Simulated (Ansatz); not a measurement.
Ideal-gas functions of CH$_{5}$FSiSn (`F[CH]1[SiH2][SnH2]1`) at 800 K and 1 bar, from an Ansatz frequency run at PBE0-D4/def2-TZVP.

Molar mass 182.85 g/mol, point group C1 (symmetry number 1), electronic degeneracy 1, moments of inertia 111.139, 256.336, 342.771 u Å². Harmonic wavenumbers (cm⁻¹, unscaled): 167, 216, 290, 318, 337, 389, 466, 523, 587, 662, 679, 717, 891, 909, 1109, 1317, 1948, 1967, 2206, 2249, 3077.

Use S(trans) = R[1.5 ln M + 2.5 ln T − 1.1517]; rotational temperatures θ = 24.2544 K / I; S(rot) = R[ln(√π/σ · √(T³/θAθBθC)) + 1.5]; for each mode x = 1.438777 ν̃/T, S = R[x/(eˣ − 1) − ln(1 − e⁻ˣ)] and H = RT x/(eˣ − 1); 1 cm⁻¹ = 0.0119627 kJ/mol; R = 8.31446 J/(mol·K).

Q: By hand: the entropy, in J/(mol·K).

A: Translation 194.3. Rotation: θ = 0.2182, 0.0946, 0.0708 K, giving 127.7. Vibration, mode by mode: 18.35, 16.23, 13.82, 13.07, 12.60, 11.45, 10.02, 9.12, 8.24, 7.34, 7.15, 6.75, 5.23, 5.10, 3.83, 2.85, 1.16, 1.13, 0.80, 0.75, 0.22, in all 155.2. Electronic 0.0. Sum 477.2 J/(mol·K).

Q: By hand: H − E and G − E in kJ/mol, counted from the electronic energy.

A: Zero-point energy ½ × 21024 × 0.0119627 = 125.8; thermal vibration 64.3; translation, rotation and pV give 4 RT = 26.6. H − E = 216.7 kJ/mol, and G − E = 216.7 − 800 × 477.2/1000 = -165.1 kJ/mol.

Vibration gives 33 % of the entropy. The sum counts one conformer and one mirror image; others add a mixing term.
